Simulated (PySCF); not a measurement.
Species: Si(vinyl)3(pyrrolidide), C10H17NSi.
Cartesian coordinates in Å at the PBE0-D3(BJ)/def2-SVP level; atoms count from 1:
```
atom  x, y, z in Å
Si1    0.346    0.934    0.189
C2     0.274    1.198    2.047
C3    -0.463    0.417    2.845
H4     0.820    2.037    2.500
H5    -1.033   -0.425    2.433
H6    -0.538    0.578    3.926
C7     2.138    0.926   -0.358
C8     3.178    0.884    0.483
H9     2.348    0.911   -1.436
H10    3.036    0.882    1.570
H11    4.217    0.844    0.133
C12   -0.576    2.314   -0.676
C13    0.023    3.276   -1.387
H14   -1.668    2.366   -0.562
H15    1.109    3.295   -1.531
H16   -0.538    4.093   -1.856
N17   -0.414   -0.571   -0.225
C18   -1.651   -0.734   -0.979
C19   -1.636   -2.199   -1.408
C20   -0.896   -2.875   -0.260
C21    0.199   -1.863    0.066
H22   -1.702   -0.052   -1.844
H23   -2.546   -0.527   -0.357
H24   -1.062   -2.312   -2.342
H25   -2.644   -2.603   -1.584
H26   -1.570   -2.993    0.605
H27   -0.498   -3.868   -0.512
H28    0.532   -1.933    1.116
H29    1.094   -2.043   -0.562
```

The computed photoelectron lines, unassigned: C 1s: 289.50 (area 3), 289.96 (area 3), 290.38 (area 2), 290.98 (area 2) eV; N 1s: 403.45 eV; Si 1s: 1845.75 eV; Si 2p3/2: 105.82 eV.

Computed, not measured: delta-SCF UKS SCAN, pcX-2 on the ionised atom, pcseg-1 elsewhere, spin-free X2C in PySCF 2.14.0. The structure is a single PBE0-D3(BJ)/def2-SVP conformer in the gas phase; no vibrational or solvent corrections.

Task: Order the carbon atoms by C 1s binding energy.

Result: 289.50 eV: C2/C7/C12 (carbon bonded to C, Si and H); 289.96 eV: C3/C8/C13 (carbon bonded to C and 2 H); 290.38 eV: C19/C20 (carbon bonded to 2 C and 2 H); 290.98 eV: C18/C21 (carbon bonded to C, N and 2 H). Lowest listed C 1s: C2/C7/C12, bonded to C, H and Si. Highest, 1.48 eV above it: C18/C21, bonded to N, C and 2 H. The widest gap between neighbouring values is 0.60 eV, between 290.38 and 290.98 eV.

Bonded neighbours of each site: Si1: N and 3 C; C2/C7/C12: C, H and Si; C3/C8/C13: C and 2 H; N17: 2 C and Si; C18/C21: N, C and 2 H; C19/C20: 2 C and 2 H.

Task: Which photon energy gives electrons from C 1s of C19/C20 a kinetic energy of 20 eV, and what is their de Broglie wavelength?

Result: hν = 290.38 + 20 = 310.38 eV, recoil neglected; λ = 12.264 Å/√(E/eV) = 2.74 Å.

Topologically equivalent atoms share the value of their first member; where this conformer doesn't relate them by symmetry, their own values could differ. The 2p values add to the ΔSCF energy of one spin-free hole a correction within the shell (spin–orbit coupling, ligand field). 2p1/2 minus 2p3/2 (ligand field included): Si 0.62 eV.
